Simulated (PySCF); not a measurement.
## Electron correlation in Si⁺ (silicon, charge +1)

[Ne] 3s1 3p1 4s1, high-spin 4P determinant (an excited configuration). Computed with PySCF 2.14 in aug-cc-pVDZ-DK (5s4p2d, 27 functions), with scalar relativity by spin-free X2C-1e. Frozen: [Ne]; 3 electrons correlated.

```json
{"level": "CCSD", "correlation energy (mhartree)": "-11.45"}
{"level": "(T)", "correlation energy (mhartree)": "-0.08"}
{"level": "CCSD(T)", "correlation energy (mhartree)": "-11.53"}
{"level": "CCSDT", "correlation energy (mhartree)": "-11.59"}
{"level": "FCI", "correlation energy (mhartree)": "-11.59"}
```

Diagnostics: T1 = 0.040, D1 = 0.0984, largest double amplitude 0.050, weight of the Hartree-Fock determinant in FCI 0.9616 (1540 determinants).

The outer electron is Rydberg-like, and this basis confines it to a smaller radius and binds it less than a complete one would. T1 exceeds 0.03, a sign that the reference determinant is poor.

Cost of the coupled-cluster step: roughly 0.21 core-seconds, for 3 correlated electrons.

Iterations:

```
CC2 = 0
CCSD nocc = (np.int64(3), np.int64(0)), nmo = (22, 22)
frozen orbitals [[0, 1, 2, 3, 4], [0, 1, 2, 3, 4]]
max_cycle = 100
direct = 0
conv_tol = 1e-08
conv_tol_normt = 1e-06
diis_space = 8
diis_start_cycle = 0
Init t2, MP2 energy = -0.00646137607583273
Init E_corr(UCCSD) = -0.00646137607897901
cycle = 1  E_corr(UCCSD) = -0.0091235079765796  dE = -0.0026621319  norm(t1,t2) = 0.0324482
cycle = 2  E_corr(UCCSD) = -0.0102696411102742  dE = -0.00114613313  norm(t1,t2) = 0.0155724
cycle = 3  E_corr(UCCSD) = -0.0112193409889414  dE = -0.000949699879  norm(t1,t2) = 0.0083188
cycle = 4  E_corr(UCCSD) = -0.0112117873406491  dE = 7.55364829e-06  norm(t1,t2) = 0.00433623
cycle = 5  E_corr(UCCSD) = -0.0113352682471413  dE = -0.000123480906  norm(t1,t2) = 0.00384807
cycle = 6  E_corr(UCCSD) = -0.011396719711527  dE = -6.14514644e-05  norm(t1,t2) = 0.00238462
cycle = 7  E_corr(UCCSD) = -0.0114738982754621  dE = -7.71785639e-05  norm(t1,t2) = 0.000519245
cycle = 8  E_corr(UCCSD) = -0.0114344919976626  dE = 3.94062778e-05  norm(t1,t2) = 0.000213019
cycle = 9  E_corr(UCCSD) = -0.0114421535711279  dE = -7.66157347e-06  norm(t1,t2) = 0.000146466
cycle = 10  E_corr(UCCSD) = -0.0114490003901918  dE = -6.84681906e-06  norm(t1,t2) = 8.0808e-05
cycle = 11  E_corr(UCCSD) = -0.0114491822022411  dE = -1.81812049e-07  norm(t1,t2) = 3.34255e-05
cycle = 12  E_corr(UCCSD) = -0.0114489561720369  dE = 2.26030204e-07  norm(t1,t2) = 1.74888e-05
cycle = 13  E_corr(UCCSD) = -0.0114489303049666  dE = 2.58670703e-08  norm(t1,t2) = 1.91625e-06
cycle = 14  E_corr(UCCSD) = -0.0114489345881161  dE = -4.2831495e-09  norm(t1,t2) = 1.26517e-06
cycle = 15  E_corr(UCCSD) = -0.0114489313214443  dE = 3.26667179e-09  norm(t1,t2) = 2.40621e-06
cycle = 16  E_corr(UCCSD) = -0.0114489311041841  dE = 2.17260239e-10  norm(t1,t2) = 3.74059e-07
UCCSD converged
E(UCCSD) = -288.7024127475433  E_corr = -0.01144893110418407
UCCSD(T) correction = -8.19168093972899e-05
```
